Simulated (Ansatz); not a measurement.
Results of the Gaussian-basis code of Ansatz.

A structure relaxed at PBE0-D4/def2-TZVP, charge 0, multiplicity 1:

```tsv
atom	x (Å)	y (Å)	z (Å)
F1	0.542	-1.681	1.942
C2	0.286	-0.751	1.028
C3	0.285	0.559	1.217
C4	-0.086	1.270	-0.046
C5	-0.072	0.153	-1.108
C6	-0.101	-1.167	-0.349
F7	-1.384	-1.716	-0.328
H8	0.492	1.049	2.160
H9	-1.070	1.742	0.048
H10	0.619	2.068	-0.293
H11	-0.908	0.204	-1.806
H12	0.849	0.209	-1.691
H13	0.548	-1.939	-0.773
```

Problem. Give its formula and SMILES.

Solution. C5H6F2, `FC1=CCCC1F`.

Problem. Point group (tolerance 0.08 Å, 0.16 Å for H)?

Solution. C1.

Problem. Summarise the bond lengths by kind.

Solution. 2 × C–F 1.329 to 1.396 Å; 5 × C–C 1.324 to 1.541 Å; 6 × C–H 1.082 to 1.095 Å.
